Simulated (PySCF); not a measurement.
# One molecule, several mistakes: B2GeH5 cation

Calculated results; nothing here was measured. They come from PySCF 2.14.0, an open-source quantum chemistry program, on an isolated molecule that a program drew, which may never have been made. The molecule is B2GeH5 cation (charge +1, singlet), drawn as the SMILES string `[BH2][GeH+][BH2]`.

Each row is a Hartree-Fock (HF) and frozen-core CCSD(T) single point in the cc-pVDZ basis, meant for a local HF minimum. Run 1 is clean. Each other run has one planted mistake out of seven kinds, and not every kind appears here: one electron removed, one electron added, multiplicity raised by two, geometry at a saddle point, minimal basis STO-3G, one bond length entered in bohr, all coordinates scaled. The reference is restricted for singlets and unrestricted otherwise, and also for a bond in bohr. Adding or removing an electron swaps singlet and doublet. Electrons count all cores. HOMO and LUMO are orbital energies over both spins, the gradient is its largest component, and the lowest frequency (negative if imaginary) is given only where the gradient is small. Bond lengths are over the 7 bonds as drawn. T1 is the CCSD diagnostic: over 0.02 (restricted) or 0.045 (unrestricted) a single reference is doubtful. Germanium has the cc-pVDZ-PP basis, with a core potential (ECP10MDF) in place of its 10 inner electrons, and its 3s, 3p and 3d shells are frozen in CCSD(T).

Geometry of the clean run:
```xyz
8
B2GeH5 cation, angstrom
B     0.2777   -1.9931   -1.8384
Ge    0.6972   -0.2778   -0.7330
B    -0.2238    0.4447    0.9903
H    -0.5098   -1.9009   -2.7247
H     0.8457   -2.9948   -1.5416
H     1.8473    0.5742   -1.2633
H    -1.1446    1.1852    0.8561
H     0.2107    0.0913    2.0393
```

```
run  electrons  basis functions  <S^2>  HOMO (eV)  LUMO (eV)  gradient (hartree/bohr)  lowest frequency (cm^-1)  mean bond (Å)  longest bond (Å)      T1  HF (hartree)  CCSD(T) (hartree)                 mistake
  1         46               76  0.000     -16.53      -5.27                  1.8e-05                       135         1.4928             2.083  0.0134    -345.32990         -345.61434                no fault
  2         46               76  0.000     -16.72      -5.25                  1.4e-02                         -         1.4585             2.035  0.0135    -345.32681         -345.60964  all coordinates scaled
  3         47               76  0.768      -6.76       0.99                  9.7e-03                         -         1.4928             2.083  0.0141    -345.55028         -345.85178      one electron added
  4         46               76  0.720     -15.14      -5.43                  1.7e-02                         -         1.6440             2.247  0.0694    -345.20833         -345.49256                       ?
  5         46               76  2.044     -13.01      -8.16                  4.6e-02                         -         1.4928             2.083  0.0182    -345.20838         -345.48755                       ?
```

**Which mistake was planted in run 4, and what did it cost?**

The mean bond changes by a factor of 1.101 and the longest by 1.079, so the molecule wasn't scaled as a whole. A length L in bohr read as angstrom grows by (1/0.5292 - 1) L = 0.890 L. The 7 bonds together grew by 7 x 0.1512 = 1.058 Å, which gives L = 1.190 Å. That is the length of one of the B-H bonds, 1.189 Å in the clean geometry. So the mistake is: one bond length entered in bohr. Subtracting run 1 and multiplying by 627.51 kcal/mol a hartree, the energy moved by 76.3 kcal/mol in HF and 76.4 kcal/mol in CCSD(T).

**Which mistake was planted in run 5, and what did it cost?**

Electrons, basis and geometry are unchanged, and <S^2> is 2.044, beside S(S+1) = 2.00 for a multiplicity of 3. So the mistake is: multiplicity raised by two. Subtracting run 1 and multiplying by 627.51 kcal/mol a hartree, the energy moved by 76.3 kcal/mol in HF and 79.6 kcal/mol in CCSD(T).

Cautions from the logs. Run 4: T1 is over the limit, so its CCSD(T) energy is less reliable.
